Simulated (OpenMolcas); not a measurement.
**A ladder of methods for AlClOF (SMILES [O][Al]([F])[Cl])**

AlClOF: 4 atoms, total charge 0, spin state doublet. As SMILES, `[O][Al]([F])[Cl]`. The coordinates come from a PBE0-D4/def2-TZVP relaxation.

Quantity: the dipole moment, in D. The values are calculated.

```csv
level,kind,program,value (D),CPU time
UHF/6-311+G**,Hartree–Fock,OpenMolcas,0.50,16 s
USVWN5/6-311+G**,LDA,OpenMolcas,1.11,28 s
U-revPBE/6-311+G**,GGA,OpenMolcas,0.78,59 s
UBLYP/6-311+G**,GGA,OpenMolcas,0.90,40 s
UPBE/6-311+G**,GGA,OpenMolcas,0.84,52 s
U-r2SCAN/6-311+G**,meta-GGA,OpenMolcas,0.61,46 s
UM06-L/6-311+G**,meta-GGA,OpenMolcas,0.64,47 s
UPBE0/6-311+G**,global hybrid,OpenMolcas,0.57,35 s
```

The values span 0.50 to 1.11 D. Magnitudes only. Times are those of the runs behind each value, whatever else they computed, on shared processors of several kinds: orders of magnitude only.
